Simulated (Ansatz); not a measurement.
The lowest singlet and triplet of AlH (SMILES [AlH]); geometries from B3LYP-D3(BJ)/def2-TZVP, each state relaxed from the structure named, with no frequency check.
Singlet at the triplet's geometry (charge 0, multiplicity 1):
```xyz
2

Al     0.0000     0.0000    -0.1147
H      0.0000     0.0000     1.4914
```

```csv
level,"gap E(singlet) − E(triplet), vertical, at the triplet's geometry (kJ/mol)",minus FCI/cc-pV(Q+d)Z,cost
R-HF/cc-pV(T+d)Z,-111.7,68.0,-
U-HF/cc-pV(Q+d)Z (spin-contaminated),-112.3,67.4,-
R-PBE0/def2-TZVPP,-158.9,20.8,×1
R-B2PLYP/def2-TZVPP,-180.2,-0.6,×1
U-B2PLYP/def2-TZVPP,-180.2,-0.6,×2
R-MP2/cc-pV(T+d)Z,-164.8,14.9,-
U-MP2/cc-pV(T+d)Z (spin-contaminated),-153.4,26.3,-
U-SCS-MP2/cc-pV(D+d)Z (spin-contaminated),-162.3,17.4,-
R-SCS-MP2/cc-pV(Q+d)Z,-184.7,-5.0,-
U-SCS-MP2/cc-pV(Q+d)Z (spin-contaminated),-169.5,10.2,-
U-CCSD/cc-pV(D+d)Z (spin-contaminated),-177.9,1.8,-
R-CCSD/cc-pV(Q+d)Z,-180.2,-0.5,-
R-CCSD(T)/cc-pV(T+d)Z,-180.5,-0.8,×2
R-CCSD(T)/cc-pV(Q+d)Z,-180.1,-0.4,×7
R-CCSDT(Q)/cc-pV(Q+d)Z,-179.6,0.1,×80
"SA-CASSCF(4,5)/cc-pV(D+d)Z",-176.3,3.4,-
"SC-NEVPT2 on SA-CASSCF(4,5)/cc-pV(T+d)Z",-181.2,-1.5,-
"SC-NEVPT2 on SA-CASSCF(4,5)/cc-pV(Q+d)Z",-181.5,-1.9,-
"FIC-MRCISD+Q on SA-CASSCF(4,5)/cc-pV(D+d)Z",-176.2,3.5,-
FCI/cc-pV(Q+d)Z,-179.7,0.0,×100
```

 Full CI is exact for the correlated electrons in its own basis alone.

The rows run from -184.7 (R-SCS-MP2/cc-pV(Q+d)Z) to -111.7 kJ/mol (R-HF/cc-pV(T+d)Z). From cc-pV(T+d)Z to cc-pV(Q+d)Z R-CCSD(T) changes by 0.4.

A positive gap puts the triplet lower; no zero-point energy. R- takes a restricted singlet. U- takes an unrestricted singlet (broken symmetry where lower, unprojected). The triplet is unrestricted in single-reference levels. Active spaces average the two states.

Frozen-core correlation.

Doubts at one or more of the structures used: a restricted determinant that unrestricted orbitals would lower (R-HF/cc-pV(T+d)Z, R-MP2/cc-pV(T+d)Z, R-SCS-MP2/cc-pV(Q+d)Z, R-CCSD/cc-pV(Q+d)Z, R-CCSD(T)/cc-pV(T+d)Z, R-CCSD(T)/cc-pV(Q+d)Z, R-CCSDT(Q)/cc-pV(Q+d)Z); T1 above 0.05 (U-CCSD/cc-pV(D+d)Z (spin-contaminated)).

Run with Ansatz (Gaussian basis) for Hartree–Fock, density functionals and correlated methods. Values without a source in brackets are computed.

Costs are rough ratios of core time to R-PBE/def2-TZVPP (about 0.5 s over the structures, on one shared machine); a dash marks a level with no comparable run of its own.

Ansatz is a first-principles code.
